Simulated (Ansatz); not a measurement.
Ansatz (a first-principles code) input:
A basis named .json is the Basis Set Exchange file of that set.

Ansatz 0.2 input:
```yaml
crystal:
  periodic: [false, false, false]
  atoms:
    - {symbol: Cl, position_ang: [-1.40250737, -0.20014729, 0.02098688]}
    - {symbol: C, position_ang: [-0.03054783, 0.84410807, 0.00883340]}
    - {symbol: Cl, position_ang: [1.41328896, -0.09777321, -0.02410455]}
basis:
  gaussian:
    orbitals: aug-cc-pV_D+d_Z.json
magnetization: {spin_polarized: false}
correlation: {method: ccsd_t, electrons: outside_noble_gas}
output: {forces: true}
```

Problem. What final total energy does it print?

Solution. -957.25125 Eh (CCSD(T)/aug-cc-pV(D+d)Z). The basis has 87 functions. The run takes about 22 core-seconds (a rough figure).
